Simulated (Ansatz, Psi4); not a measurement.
Input for Ansatz (a first-principles code):
Ansatz 0.2 input:
```yaml
crystal:
  periodic: [false, false, false]
  atoms:
    - {symbol: F, position_ang: [0.01888970, 1.09187156, -0.24723650]}
    - {symbol: O, position_ang: [-0.02243225, -0.00276003, 0.56897714]}
    - {symbol: F, position_ang: [0.00105008, -1.08941820, -0.25852096]}
basis:
  gaussian:
    orbitals: cc-pVDZ
hamiltonian:
  xc: {name: B97M-V}
accuracy: high
```

Give the equivalent Psi4 input.

One answer among several that fit: 
```
memory 2 GB

molecule mol {
0 1
F     0.018890    1.091872   -0.247236
O    -0.022432   -0.002760    0.568977
F     0.001050   -1.089418   -0.258521
}

set {
  basis cc-pvdz
  reference rks
  scf_type pk
  puream true
  d_convergence 1e-8
  dft_radial_points 99
  dft_spherical_points 590
}

energy('b97m-v')
print_variables()
```

Both were run: Ansatz gave -274.581426 Eh and Psi4 -274.581423 Eh, 0.003 mEh apart.
